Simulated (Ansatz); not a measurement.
C9H21As⁺, that is As(iPr)3 with one electron fewer. Charge 1, multiplicity 2. Geometry PBE-D4/def2-SVP; atoms count from 1.

```xyz
31

As    0.331   -0.095   -0.046
C     0.328    1.788    0.632
C     1.449    2.592   -0.035
C     0.350    1.868    2.156
H    -0.663    2.129    0.247
H     1.423    2.543   -1.140
H     2.447    2.253    0.307
H     1.343    3.659    0.251
H     0.238    2.933    2.449
H    -0.475    1.311    2.640
H     1.315    1.521    2.576
C    -0.475   -1.348    1.289
C     0.556   -1.714    2.361
C    -1.129   -2.565    0.639
H    -1.258   -0.684    1.728
H     1.019   -0.830    2.840
H     1.363   -2.350    1.945
H     0.052   -2.296    3.160
H    -1.642   -3.148    1.432
H    -1.894   -2.304   -0.117
H    -0.382   -3.241    0.178
C    -0.593   -0.229   -1.816
C    -0.060   -1.432   -2.601
C    -0.551    1.075   -2.607
H    -1.636   -0.433   -1.473
H    -0.103   -2.379   -2.030
H     0.987   -1.269   -2.928
H    -0.677   -1.567   -3.513
H    -1.175    0.949   -3.518
H    -0.961    1.942   -2.053
H     0.473    1.319   -2.952
```

Q: Estimate the Mulliken populations of the heavy atoms from the PBE0/def2-TZVP orbitals of Ansatz.

A: 
```json
{"atom": "As1", "charge (e)": "0.39", "spin (α − β)": "0.85"}
{"atom": "C2", "charge (e)": "-0.13", "spin (α − β)": "0.02"}
{"atom": "C3", "charge (e)": "-0.37", "spin (α − β)": "0.00"}
{"atom": "C4", "charge (e)": "-0.40", "spin (α − β)": "0.00"}
{"atom": "C12", "charge (e)": "-0.13", "spin (α − β)": "0.02"}
{"atom": "C13", "charge (e)": "-0.37", "spin (α − β)": "0.00"}
{"atom": "C14", "charge (e)": "-0.40", "spin (α − β)": "0.00"}
{"atom": "C22", "charge (e)": "-0.13", "spin (α − β)": "0.02"}
{"atom": "C23", "charge (e)": "-0.37", "spin (α − β)": "0.00"}
{"atom": "C24", "charge (e)": "-0.40", "spin (α − β)": "0.00"}
```
Mulliken values depend strongly on the basis.

Q: Where does the spin sit?

A: Summed by element: As 0.85, C 0.06, H 0.10, of 1 unpaired in all. Largest on single atoms: As1 0.85, H15 0.02, H5 0.02.

Q: And the Mayer bond orders between heavy atoms (over 0.3)?

A: As1–C2 0.90 (2.00 Å); As1–C12 0.90 (2.00 Å); As1–C22 0.90 (2.00 Å); C2–C3 0.99 (1.53 Å); C2–C4 1.00 (1.53 Å); C12–C13 0.99 (1.53 Å); C12–C14 1.00 (1.53 Å); C22–C23 0.99 (1.53 Å); C22–C24 1.00 (1.53 Å).
